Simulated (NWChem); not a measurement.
Molecule: C$_{4}$H$_{4}$BrF; SMILES C#C[C@@H](F)CBr

```xyz
10

C     -0.7731    -3.5701    -0.0285
C     -0.2904    -2.4733     0.1374
C      0.2652    -1.1332     0.3401
F      1.5692    -1.0892    -0.0783
C     -0.5542    -0.1107    -0.4270
Br     0.0537     1.6950    -0.0921
H     -1.1933    -4.5489    -0.1743
H      0.2466    -0.8906     1.4179
H     -0.4662    -0.2915    -1.5061
H     -1.6089    -0.1636    -0.1302
```
Atoms are numbered in this order, from 1.

Program: NWChem. Coordinates come from a PBE0/def2-SVP optimisation. Level: M06-2X/def2-SVP with SMD (1 M gas to 1 M solution), gas-phase geometry.

For solvent chlorobenzene:

```yaml
cavity-dispersion-structure term (kcal/mol): -1.9
```

### Question
Estimate the same quantities for solvent tetrahydrofuran.

### Answer
- cavity-dispersion-structure term (kcal/mol): -0.9
